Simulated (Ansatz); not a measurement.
Ansatz (an electronic-structure program) input (B3LYP-D3(BJ)/def2-TZVP):

Ansatz 0.2 input:
```yaml
crystal:
  periodic: [false, false, false]
  atoms:
    - {symbol: C, position_ang: [-3.30949997, -0.61996611, -0.09568252]}
    - {symbol: C, position_ang: [-1.96820462, -0.98462743, 0.53392609]}
    - {symbol: C, position_ang: [-0.77968900, -0.39839265, -0.22270060]}
    - {symbol: C, position_ang: [0.57309986, -0.76601871, 0.41796011]}
    - {symbol: C, position_ang: [1.75032770, -0.20393273, -0.28294051]}
    - {symbol: Cl, position_ang: [2.07899497, 1.47966671, -0.16100393]}
    - {symbol: H, position_ang: [-3.37410820, -0.98655032, -1.12290174]}
    - {symbol: H, position_ang: [-3.44851066, 0.46329708, -0.12268129]}
    - {symbol: H, position_ang: [-4.14261336, -1.04901015, 0.46392960]}
    - {symbol: H, position_ang: [-1.86746573, -2.07404980, 0.57819640]}
    - {symbol: H, position_ang: [-1.94169726, -0.63400999, 1.57069154]}
    - {symbol: H, position_ang: [-0.86666203, 0.69090843, -0.26097502]}
    - {symbol: H, position_ang: [-0.79238774, -0.74802533, -1.25968833]}
    - {symbol: H, position_ang: [0.67737045, -1.85552386, 0.43403932]}
    - {symbol: H, position_ang: [0.57031869, -0.42964677, 1.46015058]}
    - {symbol: H, position_ang: [2.24663767, -0.69409759, -1.10706952]}
basis:
  gaussian:
    orbitals: def2-TZVP
hamiltonian:
  xc: b3lyp
  dispersion: d3bj
magnetization: {spin_polarized: true, initial_magnetization: 1}
phonons: {temperatures: {t_min: 298.15, t_max: 298.15, t_step: 100}}
```

Output:

```
Functional definition: B3LYP
integrals: 0.21 GiB planned
1603 factors; their error is unknown
0.33 GiB of the device are held for the grids
1.59 GiB of device memory are held for the factors and their scratch space
mean field: 1.74 GiB planned
mean field evaluation 1: about -17856.2874 eV, gradient 5.8e1 eV
mean field evaluation 2: about -17838.4917 eV, gradient 8.1e1 eV
mean field evaluation 4: about -17872.6389 eV, gradient 4.4e0 eV
mean field evaluation 8: about -17872.7275 eV, gradient 1.7e-1 eV
mean field evaluation 16: about -17872.7197 eV, gradient 7.2e-4 eV
mean field -17872.71969153 eV, -656.8103340991 hartree, gradient 4.7e-5 eV, S^2 0.754609; 0 other end points of the search recorded, 0 dependent functions left out
the calculation of the forces begins
reference -17872.72002170 eV, -656.8103462327 hartree; 29, 28 occupied and 223, 224 virtual orbitals, 1603 factors
these checks for a lower state are left out or cut short: stability, starts, cluster_reference, orbital_swaps, neighbouring_geometries, increment
integrals: 0.21 GiB planned
1603 factors; their error is unknown
0.33 GiB of the device are held for the grids
1.59 GiB of device memory are held for the factors and their scratch space
mean field: 1.73 GiB planned
mean field -17872.71948902 eV, -656.8103266573 hartree, gradient 2.4e-6 eV, S^2 0.754609; 0 other end points of the search recorded, 0 dependent functions left out
the calculation of the forces begins
reference -17872.71981926 eV, -656.8103387934 hartree; 29, 28 occupied and 223, 224 virtual orbitals, 1603 factors
these checks for a lower state are left out or cut short: stability, starts, cluster_reference, orbital_swaps, neighbouring_geometries, increment
integrals: 0.21 GiB planned
1603 factors; their error is unknown
0.33 GiB of the device are held for the grids
1.59 GiB of device memory are held for the factors and their scratch space
mean field: 1.73 GiB planned
mean field evaluation 32: about -17872.7196 eV, gradient 6.3e-3 eV
mean field -17872.71959579 eV, -656.8103305807 hartree, gradient 2.4e-6 eV, S^2 0.754609; 0 other end points of the search recorded, 0 dependent functions left out
the calculation of the forces begins
reference -17872.71992590 eV, -656.8103427120 hartree; 29, 28 occupied and 223, 224 virtual orbitals, 1603 factors
these checks for a lower state are left out or cut short: stability, starts, cluster_reference, orbital_swaps, neighbouring_geometries, increment
integrals: 0.21 GiB planned
1603 factors; their error is unknown
0.33 GiB of the device are held for the grids
1.59 GiB of device memory are held for the factors and their scratch space
mean field: 1.73 GiB planned
mean field -17872.71952101 eV, -656.8103278328 hartree, gradient 2.4e-6 eV, S^2 0.754609; 0 other end points of the search recorded, 0 dependent functions left out
the calculation of the forces begins
reference -17872.71985118 eV, -656.8103399661 hartree; 29, 28 occupied and 223, 224 virtual orbitals, 1603 factors
these checks for a lower state are left out or cut short: stability, starts, cluster_reference, orbital_swaps, neighbouring_geometries, increment
integrals: 0.21 GiB planned
1603 factors; their error is unknown
0.34 GiB of the device are held for the grids
1.59 GiB of device memory are held for the factors and their scratch space
mean field: 1.73 GiB planned
mean field -17872.71952441 eV, -656.8103279578 hartree, gradient 2.4e-6 eV, S^2 0.754609; 0 other end points of the search recorded, 0 dependent functions left out
[...]
the calculation of the forces begins
reference -17872.71999079 eV, -656.8103450968 hartree; 29, 28 occupied and 223, 224 virtual orbitals, 1603 factors
these checks for a lower state are left out or cut short: stability, starts, cluster_reference, orbital_swaps, neighbouring_geometries, increment
integrals: 0.21 GiB planned
1603 factors; their error is unknown
0.33 GiB of the device are held for the grids
1.59 GiB of device memory are held for the factors and their scratch space
mean field: 1.74 GiB planned
mean field -17872.71966066 eV, -656.8103329647 hartree, gradient 2.4e-6 eV, S^2 0.754609; 0 other end points of the search recorded, 0 dependent functions left out
the calculation of the forces begins
reference -17872.71999083 eV, -656.8103450982 hartree; 29, 28 occupied and 223, 224 virtual orbitals, 1603 factors
these checks for a lower state are left out or cut short: stability, starts, cluster_reference, orbital_swaps, neighbouring_geometries, increment
integrals: 0.21 GiB planned
1603 factors; their error is unknown
0.33 GiB of the device are held for the grids
1.59 GiB of device memory are held for the factors and their scratch space
mean field: 1.73 GiB planned
mean field -17872.71967670 eV, -656.8103335543 hartree, gradient 2.4e-6 eV, S^2 0.754609; 0 other end points of the search recorded, 0 dependent functions left out
the calculation of the forces begins
reference -17872.72000688 eV, -656.8103456882 hartree; 29, 28 occupied and 223, 224 virtual orbitals, 1603 factors
these checks for a lower state are left out or cut short: stability, starts, cluster_reference, orbital_swaps, neighbouring_geometries, increment
integrals: 0.21 GiB planned
1603 factors; their error is unknown
0.34 GiB of the device are held for the grids
1.59 GiB of device memory are held for the factors and their scratch space
mean field: 1.73 GiB planned
mean field evaluation 640: about -17872.7196 eV, gradient 4.9e-4 eV
mean field -17872.71963325 eV, -656.8103319573 hartree, gradient 2.4e-6 eV, S^2 0.754610; 0 other end points of the search recorded, 0 dependent functions left out
the calculation of the forces begins
reference -17872.71996344 eV, -656.8103440917 hartree; 29, 28 occupied and 223, 224 virtual orbitals, 1603 factors
these checks for a lower state are left out or cut short: stability, starts, cluster_reference, orbital_swaps, neighbouring_geometries, increment
integrals: 0.21 GiB planned
1603 factors; their error is unknown
0.34 GiB of the device are held for the grids
1.59 GiB of device memory are held for the factors and their scratch space
mean field: 1.73 GiB planned
mean field -17872.71956913 eV, -656.8103296010 hartree, gradient 2.4e-6 eV, S^2 0.754608; 0 other end points of the search recorded, 0 dependent functions left out
the calculation of the forces begins
reference -17872.71989928 eV, -656.8103417340 hartree; 29, 28 occupied and 223, 224 virtual orbitals, 1603 factors
these checks for a lower state are left out or cut short: stability, starts, cluster_reference, orbital_swaps, neighbouring_geometries, increment
integrals: 0.21 GiB planned
1603 factors; their error is unknown
0.33 GiB of the device are held for the grids
1.59 GiB of device memory are held for the factors and their scratch space
mean field: 1.73 GiB planned
mean field -17872.71969290 eV, -656.8103341497 hartree, gradient 2.4e-6 eV, S^2 0.754615; 0 other end points of the search recorded, 0 dependent functions left out
the calculation of the forces begins
reference -17872.72002309 eV, -656.8103462840 hartree; 29, 28 occupied and 223, 224 virtual orbitals, 1603 factors
these checks for a lower state are left out or cut short: stability, starts, cluster_reference, orbital_swaps, neighbouring_geometries, increment
integrals: 0.21 GiB planned
1603 factors; their error is unknown
0.33 GiB of the device are held for the grids
1.59 GiB of device memory are held for the factors and their scratch space
mean field: 1.73 GiB planned
mean field -17872.71963163 eV, -656.8103318980 hartree, gradient 2.4e-6 eV, S^2 0.754603; 0 other end points of the search recorded, 0 dependent functions left out
the calculation of the forces begins
reference -17872.71996179 eV, -656.8103440310 hartree; 29, 28 occupied and 223, 224 virtual orbitals, 1603 factors
these checks for a lower state are left out or cut short: stability, starts, cluster_reference, orbital_swaps, neighbouring_geometries, increment
integrals: 0.21 GiB planned
1603 factors; their error is unknown
0.33 GiB of the device are held for the grids
1.59 GiB of device memory are held for the factors and their scratch space
mean field: 1.74 GiB planned
mean field -17872.71965037 eV, -656.8103325867 hartree, gradient 2.4e-6 eV, S^2 0.754605; 0 other end points of the search recorded, 0 dependent functions left out
the calculation of the forces begins
reference -17872.71998052 eV, -656.8103447195 hartree; 29, 28 occupied and 223, 224 virtual orbitals, 1603 factors
these checks for a lower state are left out or cut short: stability, starts, cluster_reference, orbital_swaps, neighbouring_geometries, increment
integrals: 0.21 GiB planned
1603 factors; their error is unknown
0.33 GiB of the device are held for the grids
1.59 GiB of device memory are held for the factors and their scratch space
mean field: 1.73 GiB planned
mean field evaluation 672: about -17872.7291 eV, gradient 4.5e-1 eV
mean field -17872.71966419 eV, -656.8103330943 hartree, gradient 2.4e-6 eV, S^2 0.754613; 0 other end points of the search recorded, 0 dependent functions left out
the calculation of the forces begins
reference -17872.71999438 eV, -656.8103452288 hartree; 29, 28 occupied and 223, 224 virtual orbitals, 1603 factors
these checks for a lower state are left out or cut short: stability, starts, cluster_reference, orbital_swaps, neighbouring_geometries, increment
integrals: 0.21 GiB planned
1603 factors; their error is unknown
0.33 GiB of the device are held for the grids
1.59 GiB of device memory are held for the factors and their scratch space
mean field: 1.74 GiB planned
mean field -17872.71961057 eV, -656.8103311241 hartree, gradient 2.4e-6 eV, S^2 0.754605; 0 other end points of the search recorded, 0 dependent functions left out
the calculation of the forces begins
reference -17872.71994072 eV, -656.8103432569 hartree; 29, 28 occupied and 223, 224 virtual orbitals, 1603 factors
these checks for a lower state are left out or cut short: stability, starts, cluster_reference, orbital_swaps, neighbouring_geometries, increment
integrals: 0.21 GiB planned
1603 factors; their error is unknown
0.33 GiB of the device are held for the grids
1.59 GiB of device memory are held for the factors and their scratch space
mean field: 1.73 GiB planned
mean field -17872.71964389 eV, -656.8103323485 hartree, gradient 2.4e-6 eV, S^2 0.754613; 0 other end points of the search recorded, 0 dependent functions left out
the calculation of the forces begins
reference -17872.71997409 eV, -656.8103444831 hartree; 29, 28 occupied and 223, 224 virtual orbitals, 1603 factors
Total energy: -17873.31382314 eV, -656.8321680332 hartree
Atom 0 at    -3.309500    -0.619966    -0.095683 Å, force     0.000531     0.000321    -0.000497 eV/Å
Atom 1 at    -1.968205    -0.984627     0.533926 Å, force     0.000409    -0.000750     0.000900 eV/Å
Atom 2 at    -0.779689    -0.398393    -0.222701 Å, force    -0.000353     0.001020    -0.000763 eV/Å
Atom 3 at     0.573100    -0.766019     0.417960 Å, force    -0.000720    -0.000569     0.000494 eV/Å
Atom 4 at     1.750328    -0.203933    -0.282941 Å, force    -0.000238     0.000154    -0.000107 eV/Å
Atom 5 at     2.078995     1.479667    -0.161004 Å, force    -0.000141    -0.000418     0.000044 eV/Å
Atom 6 at    -3.374108    -0.986550    -1.122902 Å, force    -0.000018    -0.000023    -0.000003 eV/Å
Atom 7 at    -3.448511     0.463297    -0.122681 Å, force    -0.000091     0.000085    -0.000064 eV/Å
Atom 8 at    -4.142613    -1.049010     0.463930 Å, force     0.000295    -0.000063     0.000139 eV/Å
Atom 9 at    -1.867466    -2.074050     0.578196 Å, force    -0.000036    -0.000186     0.000048 eV/Å
Atom 10 at    -1.941697    -0.634010     1.570692 Å, force    -0.000072     0.000026     0.000131 eV/Å
Atom 11 at    -0.866662     0.690908    -0.260975 Å, force    -0.000080     0.000288    -0.000135 eV/Å
Atom 12 at    -0.792388    -0.748025    -1.259688 Å, force     0.000099     0.000012    -0.000114 eV/Å
Atom 13 at     0.677370    -1.855524     0.434039 Å, force     0.000263     0.000001     0.000061 eV/Å
Atom 14 at     0.570319    -0.429647     1.460151 Å, force    -0.000045     0.000087     0.000072 eV/Å
Atom 15 at     2.246638    -0.694098    -1.107070 Å, force     0.000198     0.000013    -0.000205 eV/Å
Dipole moment:    -0.188956    -0.268930    -0.020923 e Å
Vibrations: 60.96 79.05 123.12 173.54 241.21 261.20 361.46 420.39 484.81 714.22 746.00 815.04 904.73 947.42 981.04 1056.32 1071.71 1117.49 1140.73 1237.87 1272.86 1300.30 1330.43 1333.77 1352.54 1389.61 1415.74 1469.84 1488.98 1498.00 1499.59 1511.58 3008.11 3010.67 3023.44 3027.70 3032.88 3044.15 3069.29 3087.41 3091.50 3208.91 cm⁻¹, zero-point energy 3.744670 eV
```

It need not be the lowest isomer of its formula.
